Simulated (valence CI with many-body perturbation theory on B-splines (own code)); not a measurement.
**E1 line list for Cd XXXIV**

Method: valence CI with perturbative core correlation (CI+MBPT): five valence electrons over a frozen Dirac-Fock core [Ne], radial functions for each j: 11 s, 11 p, 10 d, 8 f, 5 g, 2 h, with the one-electron correlation potential Σ1, the two-electron term Σ2, the three-electron term Σ3, Breit, model QED; selected CI, second order for the rest, scaled by the run's own slope (own B-spline code, finite nucleus).

No measured spectrum was set against this ion. As an estimate, large intervals hold to a few tenths of a per cent, small ones and those within an open d or f shell to about a per cent. Among the levels kept, up to 4200 cm⁻¹ of a level comes from second order outside the variational space, and about a tenth of that is noise between levels of different J, which matters for small intervals.

Lines 151 to 200 of 583 in falling wavelength, among levels below 415.12 eV, chosen from the strongest by gf and those to the six lowest levels. Wavelengths and rates use the calculated energies. Electric multipoles are in the length gauge, E1 and E2 with the static RPA response of the core. Weak lines are less certain than strong ones. Lines between different terms over intervals too small for the method are left out, as are lines whose strength nearly cancels. Where a level lies close to another of its J and parity, the split of strength between their lines is uncertain. The highest levels of a list are the least certain.

Levels are named by their leading jj configuration (3d3/2^4 stands for four electrons in 3d with j = 3/2), which in mixed levels can hold well under half, so a name can repeat and another be missing. Letters in brackets count levels of one name in rising energy.

| λ vac (Å) | Upper | Lower | A (s⁻¹) | S (a.u.) with core polarisation | S without |
| --- | --- | --- | --- | --- | --- |
| 82.75 | (3s^2 3p1/2 3d3/2 3d5/2) J=3/2 | (3s^2 3p1/2 3p3/2 3d3/2) J=1/2 [b] | 1.51e+10 | 1.69e-02 | 1.73e-02 |
| 82.69 | (3s^2 3p1/2 3p3/2 3d5/2) J=5/2 [a] | (3s^2 3p1/2 3p3/2^2) J=3/2 | 3.12e+10 | 5.23e-02 | 5.33e-02 |
| 82.68 | (3s 3p1/2^2 3p3/2 3d3/2) J=5/2 [b] | (3s^2 3p1/2^2 3d3/2) J=3/2 | 5.90e+10 | 9.87e-02 | 1.01e-01 |
| 82.60 | (3s 3p3/2^3 3d3/2) J=1/2 [a] | (3s^2 3p1/2 3p3/2 3d5/2) J=3/2 [b] | 4.78e+10 | 2.66e-02 | 2.72e-02 |
| 82.48 | (3s 3p1/2 3p3/2^2 3d3/2) J=7/2 [c] | (3s^2 3p1/2 3p3/2 3d3/2) J=7/2 | 2.80e+10 | 6.21e-02 | 6.34e-02 |
| 82.39 | (3s^2 3p1/2 3d5/2^2) J=7/2 | (3s^2 3p1/2 3p3/2 3d3/2) J=5/2 [b] | 4.18e+10 | 9.22e-02 | 9.41e-02 |
| 82.38 | (3s^2 3p1/2 3d3/2 3d5/2) J=5/2 [a] | (3s^2 3p1/2 3p3/2 3d3/2) J=5/2 [a] | 2.32e+10 | 3.85e-02 | 3.92e-02 |
| 82.36 | (3s^2 3p1/2 3p3/2 3d5/2) J=3/2 [a] | (3s^2 3p1/2 3p3/2^2) J=3/2 | 5.03e+10 | 5.55e-02 | 5.66e-02 |
| 82.27 | (3s^2 3p1/2 3p3/2 3d5/2) J=3/2 [b] | (3s^2 3p1/2 3p3/2^2) J=1/2 | 7.43e+09 | 8.16e-03 | 8.31e-03 |
| 82.26 | (3s 3p1/2 3p3/2^2 3d5/2) J=7/2 [b] | (3s^2 3p1/2 3p3/2 3d5/2) J=7/2 [a] | 6.94e+10 | 1.53e-01 | 1.56e-01 |
| 82.21 | (3s^2 3p1/2 3d3/2 3d5/2) J=7/2 [a] | (3s^2 3p1/2 3p3/2 3d3/2) J=5/2 [a] | 3.65e+10 | 8.02e-02 | 8.18e-02 |
| 82.08 | (3s^2 3p1/2 3d3/2 3d5/2) J=5/2 [b] | (3s^2 3p1/2 3p3/2 3d3/2) J=3/2 [b] | 5.84e+10 | 9.56e-02 | 9.75e-02 |
| 82.05 | (3s 3p1/2 3p3/2^2 3d5/2) J=3/2 [g] | (3s^2 3p1/2 3p3/2 3d5/2) J=3/2 [b] | 6.15e+10 | 6.70e-02 | 6.84e-02 |
| 82.02 | (3s 3p1/2 3p3/2^2 3d5/2) J=3/2 [h] | (3s^2 3p1/2 3p3/2 3d5/2) J=1/2 | 1.18e+11 | 1.28e-01 | 1.31e-01 |
| 82.02 | (3s^2 3p1/2 3d3/2 3d5/2) J=9/2 | (3s^2 3p1/2 3p3/2 3d3/2) J=7/2 | 7.83e+10 | 2.13e-01 | 2.18e-01 |
| 81.97 | (3s 3p1/2 3p3/2^2 3d5/2) J=7/2 [c] | (3s^2 3p1/2 3p3/2 3d5/2) J=7/2 [a] | 7.93e+09 | 1.73e-02 | 1.76e-02 |
| 81.86 | (3s 3p1/2 3p3/2^2 3d3/2) J=3/2 [f] | (3s^2 3p1/2 3p3/2 3d3/2) J=3/2 [b] | 4.16e+10 | 4.50e-02 | 4.60e-02 |
| 81.86 | (3s^2 3p1/2 3d5/2^2) J=9/2 [a] | (3s^2 3p1/2 3p3/2 3d5/2) J=9/2 | 7.32e+10 | 1.98e-01 | 2.02e-01 |
| 81.86 | (3s 3p1/2 3p3/2^2 3d5/2) J=5/2 [g] | (3s^2 3p1/2 3p3/2 3d5/2) J=3/2 [c] | 1.02e+11 | 1.65e-01 | 1.69e-01 |
| 81.76 | (3s^2 3p1/2 3d3/2 3d5/2) J=5/2 [a] | (3s 3p1/2 3p3/2^3) J=3/2 | 1.90e+10 | 3.08e-02 | 3.14e-02 |
| 81.73 | (3s^2 3p1/2 3p3/2 3d3/2) J=5/2 [b] | (3s^2 3p1/2 3p3/2^2) J=5/2 | 4.77e+10 | 7.71e-02 | 7.87e-02 |
| 81.61 | (3s^2 3p3/2 3d5/2^2) J=5/2 [a] | (3s^2 3p3/2^2 3d5/2) J=5/2 [b] | 3.54e+10 | 5.69e-02 | 5.81e-02 |
| 81.50 | (3s^2 3p3/2^2 3d3/2) J=3/2 [b] | (3s^2 3p3/2^3) J=3/2 | 2.31e+10 | 2.47e-02 | 2.52e-02 |
| 81.48 | (3s 3p1/2^2 3p3/2 3d5/2) J=3/2 | (3s 3p1/2^2 3p3/2^2) J=1/2 | 3.37e+10 | 3.59e-02 | 3.66e-02 |
| 81.46 | (3s^2 3p1/2 3d3/2^2) J=3/2 | (3s 3p1/2 3p3/2^3) J=5/2 | 1.44e+10 | 1.54e-02 | 1.57e-02 |
| 81.37 | (3s 3p1/2^2 3p3/2 3d3/2) J=1/2 [b] | (3s^2 3p1/2^2 3d3/2) J=3/2 | 7.46e+10 | 3.97e-02 | 4.05e-02 |
| 81.36 | (3s 3p3/2^3 3d5/2) J=5/2 [b] | (3s^2 3p3/2^2 3d3/2) J=7/2 | 1.10e+10 | 1.76e-02 | 1.79e-02 |
| 81.30 | (3s 3p1/2 3p3/2^2 3d5/2) J=7/2 [d] | (3s^2 3p1/2 3p3/2 3d5/2) J=5/2 [a] | 9.62e+10 | 2.04e-01 | 2.08e-01 |
| 81.26 | (3s 3p1/2^2 3d3/2 3d5/2) J=9/2 | (3s 3p1/2^2 3p3/2 3d3/2) J=7/2 | 4.79e+10 | 1.27e-01 | 1.29e-01 |
| 81.25 | (3p1/2^2 3p3/2^2 3d5/2) J=9/2 | (3s 3p1/2^2 3p3/2 3d5/2) J=9/2 | 8.94e+09 | 2.37e-02 | 2.41e-02 |
| 81.25 | (3s^2 3p1/2 3p3/2 3d5/2) J=7/2 [b] | (3s^2 3p1/2 3p3/2^2) J=5/2 | 5.73e+10 | 1.21e-01 | 1.24e-01 |
| 81.22 | (3p1/2^2 3p3/2^2 3d3/2) J=7/2 | (3s 3p1/2^2 3p3/2 3d3/2) J=7/2 | 1.68e+10 | 3.55e-02 | 3.62e-02 |
| 81.21 | (3s^2 3p3/2 3d5/2^2) J=9/2 | (3s^2 3p3/2^2 3d3/2) J=7/2 | 4.43e+10 | 1.17e-01 | 1.19e-01 |
| 81.16 | (3s 3p1/2 3p3/2^2 3d5/2) J=5/2 [g] | (3s^2 3p1/2 3p3/2 3d5/2) J=5/2 [b] | 1.93e+10 | 3.05e-02 | 3.12e-02 |
| 81.14 | (3s 3p1/2 3p3/2^2 3d5/2) J=1/2 [b] | (3s 3p1/2 3p3/2^3) J=3/2 | 4.59e+10 | 2.42e-02 | 2.47e-02 |
| 80.94 | (3s^2 3p3/2 3d3/2 3d5/2) J=5/2 [c] | (3s^2 3p3/2^2 3d3/2) J=5/2 | 4.18e+10 | 6.57e-02 | 6.70e-02 |
| 80.94 | (3s 3p1/2 3p3/2^2 3d5/2) J=7/2 [e] | (3s^2 3p1/2 3p3/2 3d5/2) J=5/2 [a] | 2.69e+10 | 5.62e-02 | 5.74e-02 |
| 80.92 | (3s^2 3p3/2 3d3/2 3d5/2) J=1/2 [c] | (3s 3p3/2^4) J=1/2 | 3.82e+10 | 2.00e-02 | 2.04e-02 |
| 80.88 | (3s 3p1/2 3p3/2^2 3d5/2) J=3/2 [b] | (3s 3p1/2 3p3/2^3) J=5/2 | 3.49e+10 | 3.64e-02 | 3.72e-02 |
| 80.86 | (3s^2 3p3/2 3d3/2 3d5/2) J=3/2 [d] | (3s^2 3p3/2^2 3d3/2) J=3/2 [b] | 1.17e+11 | 1.22e-01 | 1.24e-01 |
| 80.83 | (3s 3p1/2^2 3p3/2 3d3/2) J=5/2 [b] | (3s 3p1/2^2 3p3/2^2) J=5/2 | 5.73e+08 | 8.96e-04 | 9.14e-04 |
| 80.79 | (3s 3p1/2^2 3d3/2 3d5/2) J=3/2 | (3s 3p1/2^2 3p3/2 3d3/2) J=1/2 [a] | 1.97e+10 | 2.05e-02 | 2.09e-02 |
| 80.76 | (3s 3p1/2^2 3d3/2 3d5/2) J=3/2 | (3s 3p1/2^2 3p3/2 3d3/2) J=3/2 [a] | 1.77e+10 | 1.84e-02 | 1.88e-02 |
| 80.70 | (3s^2 3p1/2 3p3/2 3d5/2) J=3/2 [c] | (3s^2 3p1/2 3p3/2^2) J=1/2 | 5.21e+10 | 5.40e-02 | 5.51e-02 |
| 80.68 | (3s 3p1/2 3p3/2^2 3d5/2) J=5/2 [c] | (3s^2 3p1/2 3p3/2 3d5/2) J=7/2 [a] | 1.18e+10 | 1.84e-02 | 1.88e-02 |
| 80.68 | (3s 3p1/2 3p3/2^2 3d3/2) J=3/2 [e] | (3s^2 3p1/2 3p3/2 3d3/2) J=1/2 [a] | 9.19e+10 | 9.52e-02 | 9.73e-02 |
| 80.64 | (3s^2 3p1/2 3d3/2 3d5/2) J=3/2 | (3s^2 3p1/2 3p3/2 3d3/2) J=3/2 [b] | 2.37e+10 | 2.45e-02 | 2.50e-02 |
| 80.58 | (3s 3p1/2 3p3/2^2 3d5/2) J=3/2 [e] | (3s^2 3p1/2 3p3/2 3d5/2) J=3/2 [a] | 6.44e+10 | 6.65e-02 | 6.78e-02 |
| 80.53 | (3s^2 3p3/2 3d5/2^2) J=3/2 | (3s^2 3p3/2^2 3d5/2) J=3/2 | 3.01e+10 | 3.11e-02 | 3.17e-02 |
| 80.51 | (3s^2 3p3/2 3d5/2^2) J=7/2 [b] | (3s^2 3p3/2^2 3d5/2) J=5/2 [b] | 3.45e+11 | 7.12e-01 | 7.26e-01 |
